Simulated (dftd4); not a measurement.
HfI4, singlet, geometry from GFN2-xTB (such geometries of metal compounds can be far from the true shape); D4 for blyp (dftd4).

Input for dftd4:
```
$ dftd4 mol.xyz --func blyp --charge 0 --json dftd4.json --noedisp

# file mol.xyz
5

Hf    -0.00000000     0.00000000    -0.00000000
I      2.15787916    -0.67548443    -1.60777706
I      0.88007107     0.43252268     2.59539358
I     -1.18880847     2.31130827    -0.97069936
I     -1.84914175    -2.06834653    -0.01691715
```

What the program printed (banner, timings and long lists left out):

```
                    ____  _____ _____     ____  _  _
      -------------|  _ \|  ___|_   _|---|  _ \| || |------------
     |             | | | | |_    | | ___ | | | | || |_           |
     |             | |_| |  _|   | ||___|| |_| |__   _|          |
     |             |____/|_|     |_|     |____/   |_|            |
     |             ===================================           |
     |            E. Caldeweyher, S. Ehlert & S. Grimme          |
     |          Mulliken Center for Theoretical Chemistry        |
     |                    University of Bonn                     |
      -----------------------------------------------------------

Rational (Becke-Johnson) damping: blyp-D4-ATM
---------------------
  s6         1.0000
  s8         2.3408
  s9         1.0000
  a1         0.4449
  a2         4.0933
 alp        16.0000
--------------------

Dispersion energy:      -2.1071455263363E-02 Eh

[Info] JSON dump of results written to 'dftd4.json'
```
